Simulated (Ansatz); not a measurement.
Basis sets compared for Cu2(OH)4 (Cu2O4H4). Total charge 0; triplet. Geometry PBE-D4/def2-SVP. Ansatz on 4 threads of Arm Neoverse V1 on a shared host; times are rough, and most runs start from earlier orbitals.

```tsv
atom	x (Å)	y (Å)	z (Å)
Cu1	-0.154	0.771	-1.182
O2	-0.901	1.493	-2.651
O3	0.858	-0.809	-0.654
Cu4	0.209	-0.755	1.184
O5	-0.099	-1.877	2.556
O6	-0.031	1.127	0.732
H7	-0.286	2.106	-3.103
H8	0.578	-1.615	-1.130
H9	0.678	-1.943	3.148
H10	-0.854	1.502	1.099
```

Binding counts from free atoms (Cu doublet, O triplet, H doublet) in the same basis, without a counterpoise term.

| level | functions | energy (Eh) | HOMO (eV) | LUMO (eV) | binding per atom (eV) | wall time |
| --- | --- | --- | --- | --- | --- | --- |
| PBE-D4/def2-SVP | 138 | -3582.8832 | -5.49 | -4.53 | 3.48 | 3.4 s |
| PBE-D4/def2-TZVP | 238 | -3583.7604 | -5.99 | -5.03 | 3.36 | 7 s |
| r2SCAN-D4/def2-TZVP (with forces) | 238 | -3584.3930 | -6.42 | -4.84 | 3.33 | 15 s |
| PBE0-D4/def2-SVP | 138 | -3582.8713 | -7.64 | -3.34 | 3.25 | 7 s |
| PBE0-D4/def2-TZVP | 238 | -3583.7303 | -8.09 | -3.61 | 3.17 | 22 s |

(1) Estimate the rows for PBE-D4/def2-TZVPD, r2SCAN-D4/def2-TZVPD, PBE0-D4/def2-TZVPD.

## Answers

(1) 
```tsv
level	functions	energy (Eh)	HOMO (eV)	LUMO (eV)	binding per atom (eV)	wall time
PBE-D4/def2-TZVPD	292	-3583.7700	-6.08	-5.13	3.37	10 s
r2SCAN-D4/def2-TZVPD	292	-3584.4011	-6.47	-4.90	3.34	21 s
PBE0-D4/def2-TZVPD	292	-3583.7391	-8.16	-3.67	3.18	37 s
```
